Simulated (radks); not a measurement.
The numbers below are computed, except where a source is named.
Question: All-electron atom: Ni5+ in [Ar] 3d(3/2: 4, 5/2: 0) 4s1 (not the ground configuration). Code: a radial shooting solver on a logarithmic mesh with Libxc functionals. Model: Dirac Kohn-Sham, relativistic LDA (MacDonald-Vosko exchange, VWN5 correlation), spin-unpolarised, spherical densities, finite nucleus; Fermi nuclear charge, rms radius 3.7757 fm. Some entries of the table are withheld. Estimate them.

orbital,occ.,eigenvalue (hartree),<1/r> (bohr^-1),<r^2> (bohr^2)
1s1/2,2,-304.0429,28.00,0.003961
2s1/2,2,-39.84484,6.078,0.07116
2p1/2,2,-35.31623,6.038,0.05604
2p3/2,4,-34.67877,5.913,0.05760
3s1/2,2,-7.61972,(1),0.5859
3p1/2,2,-6.20979,(2),0.6193
3p3/2,4,-6.11833,(3),0.6328
3d3/2,4,-3.77763,1.640,0.7104
3d5/2,0,-3.76467,1.633,0.7150
4s1/2,1,-2.39275,0.7626,3.553

Answer: 
(1) 3s1/2 <1/r> (bohr^-1): 1.998
(2) 3p1/2 <1/r> (bohr^-1): 1.895
(3) 3p3/2 <1/r> (bohr^-1): 1.866
